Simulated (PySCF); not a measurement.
# Working out the ionisation energy of P²⁺

P²⁺ [Ne] 3s2 3p1 (2P) → P³⁺ [Ne] 3s2 (1S). Calculation: PySCF 2.14, in x2c-TZVPPall (5s5p3d1f, 42 functions); the spin-free X2C one-electron Hamiltonian (Gaussian nucleus). Frozen: 1s2. Energies in hartree (1 hartree = 27.21139 eV):

| part | P²⁺ (lower) | P³⁺ (upper) |
| --- | --- | --- |
| UHF | -340.458611 | -339.371663 |
| CCSD correlation | -0.222831 | -0.207196 |
| (T) | -0.002713 | -0.001848 |

Problem. What does Hartree-Fock give?

Solution. (-339.371663) − (-340.458611) = 1.086948 hartree = 29.577 eV.

Problem. What do CCSD and CCSD(T) give?

Solution. The CCSD correlation energies differ by 0.015635 hartree = 0.425 eV and the triples by 0.000865 hartree = 0.024 eV, so CCSD gives 30.002 eV and CCSD(T) 30.026 eV.

A first-order spin-orbit estimate adds 0.042 eV to CCSD(T) (valence and next inner shell), giving 30.068 eV against 30.203 eV (measured; NIST Atomic Spectra Database, ionization energies).

What remains against the reference includes basis incompleteness, the frozen core and higher excitations.
